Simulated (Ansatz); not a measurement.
Basis-set series for trimethylarsine (`C[As](C)C`). Total charge 0; spin multiplicity 1. Geometry: relaxed with PBE0-D4/def2-TZVP.

| functional | basis | functions | energy (Eh) | HOMO (eV) | LUMO (eV) |
| --- | --- | --- | --- | --- | --- |
| PBE0-D4 | def2-SVP | 119 | -2354.83593 | -6.42 | 1.57 |
| PBE0-D4 | def2-QZVPP | 530 | -2355.30260 | -6.50 | 0.74 |
| ωB97M-V | def2-SVP | 119 | -2355.03368 | -8.57 | 3.36 |
| ωB97M-V | def2-QZVPP | 530 | -2355.50872 | -8.66 | 1.93 |

(1) Give the rows for def2-TZVPP. (Estimate.)

Results:

(1) Ansatz gave: 
| functional | basis | functions | energy (Eh) | HOMO (eV) | LUMO (eV) |
| --- | --- | --- | --- | --- | --- |
| PBE0-D4 | def2-TZVPP | 267 | -2355.24709 | -6.46 | 1.19 |
| ωB97M-V | def2-TZVPP | 267 | -2355.45423 | -8.61 | 2.62 |

Positive LUMOs are unbound and depend on the basis. Scalar relativity is left out up to krypton.
